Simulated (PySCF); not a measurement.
# Basis and Hamiltonian dependence of the excitation energy of Zn⁺

Zn⁺ [Ar] 3d10 4s1 (2S) → Zn⁺ [Ar] 3d10 4p1 (2P). All values are computed (PySCF 2.14, energy differences of UHF-based or UKS calculations, no spin-orbit coupling). Values in eV.

```csv
basis,Hamiltonian,functions,UHF,LDA,PBE0,MP2 (valence),CCSD(T) (valence),CCSD(T) (valence and next inner shell)
x2c-TZVPPall,spin-free X2C,64,5.844,6.420,6.147,6.198,6.134,6.176
def2-TZVPPD,non-relativistic,67,5.454,6.090,5.794,5.815,5.754,5.788
aug-cc-pwCVDZ-PP with ECP10MDF,ECP,70,5.679,6.383,6.051,6.086,6.019,6.057
"x2c-TZVPPall with one added diffuse shell each of s, p, d, f type",spin-free X2C,80,5.655,6.323,6.031,6.096,6.031,6.068
def2-QZVPPD,non-relativistic,100,5.420,6.055,5.773,5.853,5.797,n/a
dyall-av2z,non-relativistic,101,5.467,6.100,5.807,5.820,5.768,n/a
x2c-QZVPPall,spin-free X2C,108,5.647,6.329,6.036,6.112,n/a,n/a
```

Frozen in the all-electron rows: valence and next inner shell: [Ne]; valence: [Ar]; with a core potential, the same shells as far as they lie outside it.

Non-relativistic rows lack the scalar-relativistic shift.

Reference for a calculation without spin-orbit coupling: 6.083 eV (measured, between term centres; NIST).
